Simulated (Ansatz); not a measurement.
Relaxation of ClGeH3O (6 atoms, charge 0, multiplicity 1), to a largest force component of 0.02 eV/Å in at most 40 steps.

Theory: RKS PBE0-D4/def2-SVP (Ansatz 0.2.0).

```xyz
6
Properties=species:S:1:pos:R:3
Ge 0.000 0.000 0.000
H 0.000 0.000 1.550
Cl 2.094 0.000 -0.739
O -0.834 1.444 -0.589
H -1.792 1.214 -0.812
H -0.730 -1.265 -0.516
```

Question: Where does it end, and by what steps?

Answer: The run converged. After 8 steps the energy has fallen by 0.230 eV; H5 moved furthest, 0.67 Å.

| step | energy less start (eV) | largest force component (eV/Å) | accepted |
| --- | --- | --- | --- |
| 0 | 0.0000 | 1.983 | yes |
| 1 | -0.0964 | 1.240 | yes |
| 2 | -0.1343 | 0.834 | yes |
| 3 | -0.1441 | 0.595 | yes |
| 4 | -0.1725 | 0.926 | yes |
| 5 | -0.2270 | 0.122 | yes |
| 6 | -0.2294 | 0.035 | yes |
| 7 | -0.2297 | 0.034 | yes |
| 8 | -0.2298 | 0.007 | yes |

```xyz
6
Properties=species:S:1:pos:R:3
Ge -0.093 -0.077 0.102
H 0.136 -0.005 1.611
Cl 1.810 0.146 -0.905
O -1.118 1.310 -0.279
H -1.295 1.409 -1.221
H -0.701 -1.389 -0.415
```

Whether the end is a true minimum wasn't checked by a vibrational analysis.

Run time: 24 s on 1 thread of Arm Neoverse V2, on a shared host, peak memory 0.16 GiB.
